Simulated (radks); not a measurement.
Task: The table gives one normalised radial function P(r) = r R(r) of Br2+ in [Ar] 3d10 4s2 4p3 (r in bohr). All-electron calculation, non-relativistic Kohn-Sham, PBEsol, spin-polarised, spherical densities, point nucleus; open shells are filled with parallel spins first; hard spherical wall at 5 bohr. Program: a radial shooting solver on a logarithmic mesh with Libxc functionals.

r,P
0.00353,0.0554
0.005224,0.0771
0.007669,0.1033
0.01135,0.1327
0.0168,0.1572
0.02466,0.1617
0.0365,0.1228
0.05358,0.0206
0.0793,-0.1400
0.1164,-0.2692
0.1723,-0.2135
0.255,0.1053
0.3744,0.4233
0.554,0.2980
0.8134,-0.3031
1.204,-0.8399
1.767,-0.8032
2.615,-0.3684
3.871,-0.0694

Which n and l does it have? It may be an empty orbital.

Result: n = 4, l = 0: the number of nodes gives n - l - 1 = 3, the rise at small r (about r^(l+1)) gives l, and the extent must fit the shell. The curve is that of 4s up; the table hardly tells the two spins apart. 4s up: eigenvalue -42.027 eV, 3 radial nodes at r = 0.0567, 0.229, 0.684 bohr, <r> = 1.61 bohr, 90 % of the charge inside 2.36 bohr.
